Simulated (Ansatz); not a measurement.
`B[SiH](F)BCl` + H₂ → `B[SiH](B)F` + HCl at 400 K and 1 bar (hydrogenolysis of a B–Cl bond).

Isolated molecules relaxed with PBE0-D4/def2-TZVP in Ansatz; ΔE leaves out vibrations. CCSD(T)/CBS is the MP2 limit (def2-TZVPP, def2-QZVPP) plus CCSD(T) − MP2 in def2-TZVPP, frozen cores. This one scheme is used for every species. One conformer a species, not always the lowest.

```tsv
species	CCSD(T)/CBS energy (Eh)	H − E (kJ/mol)	S (J/(mol·K))
`B[SiH](F)BCl`	-900.68555	153.9	399.5
H₂	-1.17544	38.0	139.0
`B[SiH](B)F`	-441.44960	166.4	362.0
HCl	-460.38127	29.6	195.4
```

H − E and S are ideal-gas, rigid-rotor, harmonic terms from PBE0-D4/def2-TZVP, for one conformer and one mirror image of each species. The MP2-based limit puts H₂ 0.8 mEh under its directly extrapolated value; such offsets cancel only in part. 1 Eh = 2625.50 kJ/mol, R = 8.31446 J/(mol·K).

Problem. By hand: ΔE, ΔH, ΔS and ΔG.

Solution. ΔE = (-441.44960) + (-460.38127) − (-900.68555) − (-1.17544) = 0.03012 Eh = 79.1 kJ/mol. Δ(H − E) = 166.4 + 29.6 − 153.9 − 38.0 = 4.1, so ΔH = 83.2 kJ/mol. ΔS = 362.0 + 195.4 − 399.5 − 139.0 = 18.9 J/(mol·K). ΔG = 83.2 − 400 × (18.9)/1000 = 75.6 kJ/mol.

Problem. By hand: the equilibrium constant, and the temperature at which ΔG would vanish if ΔH and ΔS stayed fixed.

Solution. log₁₀ K = −ΔG/(RT ln 10) = -9.9. ΔG = 0 at ΔH/ΔS = 4402 K, far beyond where these terms or the molecules hold.

ΔH outweighs TΔS. A doubt of 5 kJ/mol in ΔE shifts log₁₀ K by 0.7 here. Other conformers and mirror images would add mixing entropy, several J/(mol·K) or more a flexible species. These are equilibria of isolated gas molecules and say nothing of rates. Largest T1 diagnostic: 0.014 (customary marks: 0.02 for closed shells, 0.045 for open ones).
